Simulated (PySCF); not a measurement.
SiHI, SMILES [SiH]I (connectivity only; charge and spin as stated), neutral, multiplicity 1.

Coordinates come from a PBE0-D3(BJ)/def2-TZVP optimisation. The def2 effective core potentials stand for the cores of I; spin–orbit coupling is left out.

These are PySCF with TDA-LC-ωPBE/def2-TZVPD values and carry that method's errors.

Vertical excitations.  State labels are in the subgroup Cs.

Computed excitation energies, oscillator strengths and character:
```csv
state,symmetry,energy (eV),λ (nm),f,main pairs
S1,A",2.56,483,0.015,HOMO→LUMO 94 %
S2,A",4.23,293,0.005,HOMO−2→LUMO 95 %
S3,A',4.81,258,0.012,"HOMO−1→LUMO 76 %, HOMO→LUMO+1 13 %"
S4,A",5.25,236,0.001,HOMO−3→LUMO 94 %
S5,A',5.32,233,0.173,"HOMO→LUMO+1 58 %, HOMO−1→LUMO 13 %"
S6,A',6.45,192,0.028,HOMO→LUMO+5 74 %
S7,A",6.54,189,0.004,HOMO−1→LUMO+1 74 %
S8,A',6.86,181,0.253,HOMO−2→LUMO+1 55 %
S9,A',7.37,168,0.128,"HOMO→LUMO+6 63 %, HOMO→LUMO+2 13 %"
S10,A',7.53,165,0.142,"HOMO→LUMO+4 53 %, HOMO→LUMO+2 36 %"
T1,A",1.25,995,0,HOMO→LUMO 83 %
T2,A",3.80,326,0,HOMO−2→LUMO 83 %
T3,A',3.82,325,0,HOMO−1→LUMO 96 %
T4,A',4.05,306,0,"HOMO→LUMO+1 57 %, HOMO→LUMO+5 11 %"
```
Triplets are in the Tamm–Dancoff approximation.
